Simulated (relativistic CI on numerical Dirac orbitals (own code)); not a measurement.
Forbidden lines of Ru XXXVI

Computed by Dirac-Coulomb-Breit CI, separate exchange-only KLI orbitals for each configuration, QED by a radiative potential, unscaled Slater integrals (own radial code, finite nucleus).

CI space (outside the closed core 1s2): 2s2.2p5, 2s.2p6, 2p6.3s, 2p6.3p, 2p6.3d, 2s2.2p4.3s, 2s2.2p4.3p, 2s2.2p4.3d, 2s.2p5.3s, 2s.2p5.3p, 2s.2p5.3d, 2s2.2p4.4s, 2s2.2p4.4p, 2s2.2p4.4d, 2s2.2p4.4f, 2s.2p5.4s, 2s.2p5.4p, 2s.2p5.4d, 2s.2p5.4f, 2s2.2p3.3s2, 2s2.2p4.5s, 2s2.2p3.3s.3p, 2s2.2p4.5p, 2s2.2p4.5d, 2s2.2p4.5f, 2s2.2p4.5g, 2s2.2p3.3p2, 2s2.2p3.3s.3d, 2s2.2p3.3p.3d, 2s.2p4.3s2, 2s2.2p3.3d2, 2s.2p4.3s.3p, 2s.2p5.5s, 2s.2p4.3p2, 2s.2p4.3s.3d, 2s.2p5.5p. Levels of other configurations are missing.

| λ vac (nm) | Lower | Upper | Type | A (s⁻¹) | E lower (Ry) | E upper (Ry) |
| --- | --- | --- | --- | --- | --- | --- |
| 0.37560 | 2s2.2p5 2P°_3/2 [1] | 2s.2p5.3d 2D°_5/2 [93] | E2 | 1.85e+11 | 0.000 | 242.619 |
| 0.37580 | 2s2.2p5 2P°_3/2 [1] | 2s.2p5.3d 2F°_7/2 [92] | E2 | 2.23e+11 | 0.000 | 242.484 |
| 0.37580 | 2s2.2p5 2P°_1/2 [2] | 2s.2p5.3d 2D°_5/2 [107] | E2 | 3.03e+11 | 9.927 | 252.412 |
| 0.37599 | 2s.2p6 2S_1/2 [3] | 2p6.3d 2D_5/2 [113] | E2 | 2.41e+11 | 27.173 | 269.537 |
| 0.37643 | 2s2.2p5 2P°_3/2 [1] | 2s.2p5.3d 2P°_3/2 [91] | E2 | 3.05e+11 | 0.000 | 242.083 |
| 0.37670 | 2s2.2p5 2P°_3/2 [1] | 2s.2p5.3d 2F°_5/2 [90] | E2 | 1.08e+11 | 0.000 | 241.910 |
| 0.37688 | 2s2.2p5 2P°_3/2 [1] | 2s.2p5.3d 2P°_1/2 [89] | E2 | 1.83e+11 | 0.000 | 241.793 |
| 0.37694 | 2s.2p6 2S_1/2 [3] | 2p6.3d 2D_3/2 [112] | E2 | 2.40e+11 | 27.173 | 268.929 |
| 0.37733 | 2s2.2p5 2P°_1/2 [2] | 2s.2p5.3d 2F°_5/2 [103] | E2 | 1.09e+11 | 9.927 | 251.433 |
| 0.37966 | 2s2.2p5 2P°_3/2 [1] | 2s.2p5.3d 2F°_7/2 [85] | E2 | 1.80e+11 | 0.000 | 240.020 |
| 0.37983 | 2s2.2p5 2P°_3/2 [1] | 2s.2p5.3d 2D°_5/2 [84] | E2 | 1.62e+11 | 0.000 | 239.912 |
| 0.37993 | 2s2.2p5 2P°_1/2 [2] | 2s.2p5.3d 4D°_5/2 [102] | E2 | 6.18e+10 | 9.927 | 249.780 |
| 0.38125 | 2s2.2p5 2P°_3/2 [1] | 2s.2p5.3d 4F°_7/2 [81] | E2 | 7.40e+10 | 0.000 | 239.019 |
| 0.41431 | 2s2.2p5 2P°_1/2 [2] | 2s2.2p4.3p 2P°_3/2 [62] | E2 | 3.93e+10 | 9.927 | 229.874 |
| 0.41563 | 2s2.2p5 2P°_3/2 [1] | 2s2.2p4.3p 2F°_7/2 [37] | E2 | 3.86e+10 | 0.000 | 219.252 |
| 0.43355 | 2s2.2p5 2P°_3/2 [1] | 2s2.2p4.3p 2P°_3/2 [13] | E2 | 5.57e+10 | 0.000 | 210.188 |
| 0.43448 | 2s2.2p5 2P°_1/2 [2] | 2s2.2p4.3p 2D°_5/2 [39] | E2 | 2.94e+10 | 9.927 | 219.663 |
| 0.43715 | 2s2.2p5 2P°_3/2 [1] | 2s2.2p4.3p 2D°_5/2 [10] | E2 | 2.35e+10 | 0.000 | 208.459 |
| 0.44080 | 2s2.2p5 2P°_1/2 [2] | 2s2.2p4.3p 2F°_5/2 [30] | E2 | 3.38e+10 | 9.927 | 216.656 |
| 0.44240 | 2s2.2p5 2P°_3/2 [1] | 2s2.2p4.3p 2D°_5/2 [8] | E2 | 4.96e+10 | 0.000 | 205.981 |

Terms are leading LS components. Brackets give the number of a level in order of energy, since labels repeat. The list gives strong lines, with weight on those to low levels, among the lowest 400 of 1235 levels, so that lines to higher ones, which can be the strongest, are missing. Levels whose partners in the same complex of configurations lie outside the list can be far off, and so can their lines. Rates are taken at the computed energies, electric ones in the length gauge.

At this charge energies of transitions that change n are usually good to better than 1 %, and those within a shell (Δn = 0) to a few per cent.

LS names give the leading component of a level, which can be under half, so a name can repeat, a term be missing and a line seem to break the LS rules.
